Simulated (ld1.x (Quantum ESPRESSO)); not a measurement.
Which change was made? (Sc, TM semilocal)

```
Element                 : scandium
Generator               : ld1.x (Quantum ESPRESSO) 7.5
Type                    : norm-conserving Troullier–Martins (semilocal form)
Functional              : PBEsol
Relativity              : scalar-relativistic
Frozen core             : [Ar]
Valence charge          : 3
Reference configuration : 3d1 4s1 4p1
Partial waves           : 4p (bound): rc 3.20 bohr; 3d (bound): rc 2.45 bohr; 4s (bound): rc 3.40 bohr
Local potential         : the s channel
Core correction         : a·sin(br)/r model core inside 2.05 bohr
```

Cutoffs, loose and tight: the cutoffs (Ry, on a coarse ladder) from which the occupation-weighted sum of valence levels, in a spherical-Bessel basis at the reference potential, stays within 10 and 1 mRy of its value at 400 Ry. They do not see the model core or the augmentation charge, which bear on the density cutoff. Test errors are all-electron minus pseudo excitation energies from the reference, over the configurations 3d1 4s2 4p0; 3d1 4s1 4p0; 3d1 4s0 4p0; 3d0 4s2 4p1; 3d1.5 4s1.5 4p0; 3d1 4s0 4p2; 3d1 4s1.5 4p0; variants that change the core or the reference have their own tests. The largest error is taken over the tests solved by every variant that gives reliable tests at all, those not shown here included: 3d1 4s0 4p0; 3d1 4s1 4p0; 3d1 4s2 4p0.

The base gives: outcome: generated; cutoff, loose: 35 Ry; cutoff, tight: 40 Ry; bound ghosts: none; largest test error (meV): -23.

Q: After one change the result is: outcome: generated; cutoff, loose: 35 Ry; cutoff, tight: 40 Ry; bound ghosts: none; largest test error (meV): -27. Which change was it?
A. type ultrasoft, which also changes the form from semilocal to separable; waves now 4s (bound): rcut 2.95, rcutus 3.40 bohr; 4s channel at 0.2 Ry: rcut 2.95, rcutus 3.40 bohr; 4p (bound): rcut 2.80, rcutus 3.20 bohr; 4p channel at 1.45 Ry: rcut 2.80, rcutus 3.20 bohr; 3d (bound): rcut 2.15, rcutus 2.45 bohr; 3d channel at 0.25 Ry: rcut 2.15, rcutus 2.45 bohr; local potential all-electron potential smoothed inside 2.35 bohr (lloc = -1); augmentation PSQ, radius 2.20 bohr
B. wave 3d (bound): rc 2.45 bohr becomes 3d (bound): rc 2.52 bohr
C. core correction a·sin(br)/r model core inside 1.36 bohr
D. reference 3d1 4s2 4p0

A: C. The others give: reference 3d1 4s2 4p0 → outcome: generated; cutoff, loose: 35 Ry; cutoff, tight: 40 Ry; bound ghosts: none; largest test error (meV): -49 | type ultrasoft, which also changes the form from semilocal to separable; waves now 4s (bound): rcut 2.95, rcutus 3.40 bohr; 4s channel at 0.2 Ry: rcut 2.95, rcutus 3.40 bohr; 4p (bound): rcut 2.80, rcutus 3.20 bohr; 4p channel at 1.45 Ry: rcut 2.80, rcutus 3.20 bohr; 3d (bound): rcut 2.15, rcutus 2.45 bohr; 3d channel at 0.25 Ry: rcut 2.15, rcutus 2.45 bohr; local potential all-electron potential smoothed inside 2.35 bohr (lloc = -1); augmentation PSQ, radius 2.20 bohr → outcome: generated; cutoff, loose: 12 Ry; cutoff, tight: 18 Ry; bound ghosts: none; largest test error (meV): -14 | wave 3d (bound): rc 2.45 bohr becomes 3d (bound): rc 2.52 bohr → outcome: generated; cutoff, loose: 35 Ry; cutoff, tight: 40 Ry; bound ghosts: none; largest test error (meV): -23. In the semilocal form every listed channel keeps its own potential, so the choice of the local channel does not act on these tests. It acts once the file is put into the separable form.
